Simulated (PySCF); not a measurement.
Compound: C5H5NS.
SMILES with atom numbers: `[CH2:1]=[CH:2][c:3]1[cH:4][n:5][cH:6][s:7]1` (hydrogens: H8, H9 on C1; H10 on C2; H11 on C4; H12 on C6)

Computed, not measured: PySCF, TDDFT PBE0/def2-SVPD, vertical, gas phase, core orbitals frozen in the response. Isolated species at its GFN2-xTB geometry (one conformer only). Torsions of this conformer, `[CH2:1]=[CH:2][c:3]1[cH:4][n:5][cH:6][s:7]1`: C1–C2–C3–C4 180°.

Computed states:

| state | E (eV) | f |
| --- | --- | --- |
| S1 | 4.67 | 0.311 |
| S2 | 4.89 | 0.0000 |
| S3 | 5.52 | 0.018 |
| S4 | 5.66 | 0.0000 |
| S5 | 6.34 | 0.063 |
| S6 | 6.41 | 0.0079 |

Each state is given a Gaussian of 0.25 eV full width at half maximum, with ε(max) = 2.175×10⁸ f / Δν̃ (Δν̃ the width in cm⁻¹). The width is an assumption, not a result. The curve ends short of the highest state used, and states not computed would add to its high-energy end.

(1) Give the broadened spectrum and its maxima.

(2) Does any computed singlet lie in the visible range?

(3) On this curve, what absorbance would a 10⁻⁵ mol/L sample give at 280 nm over a 1 cm path?

## Answers

(1) 
```tsv
E (eV)	ε (L mol⁻¹ cm⁻¹)
4.29	60
4.32	158
4.35	383
4.38	857
4.40	1403
4.43	2747
4.46	4966
4.49	8289
4.51	11158
4.54	16305
4.57	21997
4.60	27399
4.62	30343
4.65	33084
4.68	33305
4.71	30955
4.73	28201
4.76	22945
4.79	17236
4.82	11954
4.85	7654
4.87	5440
4.90	3049
4.93	1579
4.96	755
4.98	441
5.01	185
5.04	72
5.07	26
5.09	13
5.12	5
5.15	5
5.18	11
5.20	20
5.23	44
5.26	92
5.29	179
5.32	319
5.34	449
5.37	702
5.40	1014
5.43	1351
5.45	1565
5.48	1826
5.51	1967
5.54	1956
5.56	1864
5.59	1623
5.62	1304
5.65	968
5.67	759
5.70	493
5.73	296
5.76	164
5.79	84
5.81	51
```

Maxima: 266 nm (4.67 eV), ε about 34000, made up of S1 (100%); 224 nm (5.52 eV), ε about 2000, made up of S3 (100%) (ε in L mol⁻¹ cm⁻¹; maxima over ε = 5, shares over 10%).

(2) No computed singlet lies in the visible range (380 to 750 nm); the lowest, at 266 nm, stands 1.40 eV above its violet end (3.26 eV); a Tamm–Dancoff triplet lies at 435 nm, without intensity as long as spin–orbit coupling is left out.

(3) 280 nm is 4.428 eV, where ε is about 2600 L mol⁻¹ cm⁻¹, so A = ε c l ≈ 0.026 (Beer–Lambert, with the gas-phase spectrum and the assumed width).

Time: 23 s of wall time (with the writing of density and orbital grids); peak memory 0.73 GiB. Hardware: one thread of an Intel Xeon Platinum 8488C, shared host with 96 logical CPUs at a one-minute load of 18.
